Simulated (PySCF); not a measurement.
C3H8AlF, SMILES [AlH]([F])[CH](C)C.

Geometry optimised at B3LYP-D3(BJ)/def2-SVP. The structure was generated by enumeration; whether it is a known compound was not checked. Other conformers were not sampled.

Two levels are set side by side: TDDFT-PBE/def2-SVPD (PySCF) and TDDFT-PBE0/def2-SVPD (PySCF). Vertical, same geometry. The lowest singlet is HOMO→LUMO 100 % with PBE and HOMO→LUMO 99 % with the other functional; states are paired by order. Differences are taken from unrounded values.

| quantity | TDDFT-PBE |
|---|---|
| lowest singlet excitation (eV) | 4.60 |
| lowest triplet excitation (TDA) (eV) | 4.28 |
| first bright state (f over 0.05) (eV) | 7.02 |
| its oscillator strength | 0.23 |

Task: These are the TDDFT-PBE values. What does TDDFT-PBE0 give? (The exact figures need the calculation; the answer reports its results.)

Result: 
```
quantity                               TDDFT-PBE0  TDDFT-PBE minus TDDFT-PBE0
-------------------------------------  ----------  --------------------------
lowest singlet excitation (eV)               5.11                       -0.51
lowest triplet excitation (TDA) (eV)         4.74                       -0.46
first bright state (f over 0.05) (eV)        7.67                       -0.64
its oscillator strength                      0.07                        0.15
```

A lower first singlet is the usual sign of a functional without exact exchange. Differences between two approximate levels are no errors against the true value.

Rough cost on one machine, each run with all the roots and properties that it gave: TDDFT-PBE0 against TDDFT-PBE about 4 times.
